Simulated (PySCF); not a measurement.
Species: InH2Cl.
Cartesian coordinates in Å at the PBE0-D3(BJ)/def2-SVP level; atoms count from 1:
```xyz
4
ClH2In angstrom
In     0.1280    0.2163   -0.0155
H      1.8405    0.1411   -0.0022
H     -1.0261    1.4843   -0.0542
Cl    -0.8591   -1.9323    0.0414
```

Computed with PySCF, PBE0-D3(BJ)/def2-SVP geometry optimisation, gas phase, def2 core potentials past Kr.

Q: Which atoms are bound to In1, and at what distances?

A: 3 atoms: H2 1.714 Å, H3 1.715 Å, Cl4 2.365 Å.

Q: List the angles at In1.

A: 
```tsv
angle	degrees	distance of the outer atoms (Å)
H2–In1–H3	134.8	3.17
H3–In1–Cl4	113.0	3.42
H2–In1–Cl4	112.1	3.40
```

Q: What is the shape at In1?

A: Planar: angles 134.8°, 113.0° and 112.1°, sum 360.0°, 0.00 Å off the plane of its three neighbours.

Q: What are the rotational constants (commonest isotopes, rigid rotor)?

A: A = 100052, B = 3306, C = 3200 MHz: a near-prolate asymmetric top.

Point group: C2v (tolerance 0.08 Å). Charge 0, singlet. Stationary, but not proved a minimum.
